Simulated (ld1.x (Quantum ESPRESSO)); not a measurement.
**Reading a pseudo-wave (F (Z = 9))**

Columns: radius, all-electron u(r) and pseudo u(r) of the 2s shell (level -30.14 eV) of fluorine in the configuration [He] 2s1.5 2p5.5; PBE, scalar-relativistic, TM scheme, ld1.x (Quantum ESPRESSO) 7.5.

```tsv
r (bohr)	all-electron	pseudo
0.062	0.4200	-0.0722
0.125	0.4136	-0.1493
0.188	0.2210	-0.2340
0.250	-0.0270	-0.3286
0.312	-0.2733	-0.4370
0.375	-0.4939	-0.5609
0.438	-0.6742	-0.6917
0.500	-0.8106	-0.8126
0.562	-0.9090	-0.9090
0.625	-0.9749	-0.9749
0.688	-1.0119	-1.0119
0.750	-1.0255	-1.0255
0.812	-1.0214	-1.0214
0.875	-1.0031	-1.0031
0.938	-0.9743	-0.9743
1.000	-0.9387	-0.9387
1.062	-0.8980	-0.8980
1.125	-0.8534	-0.8534
1.188	-0.8070	-0.8070
1.250	-0.7606	-0.7606
1.312	-0.7145	-0.7145
1.375	-0.6685	-0.6685
1.438	-0.6238	-0.6238
1.500	-0.5814	-0.5814
1.562	-0.5409	-0.5409
1.625	-0.5018	-0.5018
```

Q: How many radial nodes do the two functions have?

A: The all-electron 2s function has n − l − 1 = 1; the pseudo-wave has 0, since the states of the same l below it are removed with the core.

Q: At about which radius was the pseudo-wave matched?

A: 0.60 bohr, where the columns begin to agree (steps of 0.06 bohr).

Q: Is the pseudo-wave norm-conserving?

A: Yes: the TM scheme keeps the norm inside the radius equal to the all-electron one, which fixes the energy derivative of the logarithmic derivative at the level.
